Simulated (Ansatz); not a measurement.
CH₇GeNS (`[CH3][GeH]([NH2])[SH]`). Total charge 0; spin multiplicity 1. The structure was optimised at the PBE0-D4/def2-TZVP level. It is one conformer, not always the lowest.

```xyz
11

C    -0.295   -1.471    0.509
Ge    0.086    0.405    0.176
N    -0.783    0.868   -1.371
S     2.229    0.771   -0.316
H    -0.007   -2.057   -0.364
H    -1.361   -1.616    0.701
H     0.267   -1.821    1.374
H    -0.236    1.276    1.416
H    -1.762    0.619   -1.403
H    -0.677    1.836   -1.643
H     2.538    1.191    0.921
```

(1) What is the dipole moment at r2SCAN/def2-TZVPP? (Best estimate.)

(2) And with PBE, B3LYP, ωB97M-V? (Best estimate.)

(3) Give the Mulliken charges with r2SCAN, PBE, B3LYP in def2-TZVPP. (Estimate.)

Answers

(1) Ansatz gave: 2.30 D, with components (-1.97, 0.03, 1.18) D in this frame, pointing from negative to positive charge.

(2) Computed: PBE 2.22 D, B3LYP 2.28 D, ωB97M-V 2.31 D.

(3) The calculation gave: 
```tsv
atom	r2SCAN	PBE	B3LYP
C1	-0.26	-0.35	-0.36
Ge2	0.47	0.40	0.46
N3	-0.44	-0.39	-0.40
S4	-0.35	-0.34	-0.34
H5	0.09	0.12	0.12
H6	0.08	0.10	0.10
H7	0.08	0.11	0.10
H8	-0.05	-0.05	-0.04
H9	0.14	0.13	0.12
H10	0.15	0.14	0.13
H11	0.11	0.11	0.10
```

B3LYP here is the variant with VWN-RPA as its local correlation; programs differ in this.
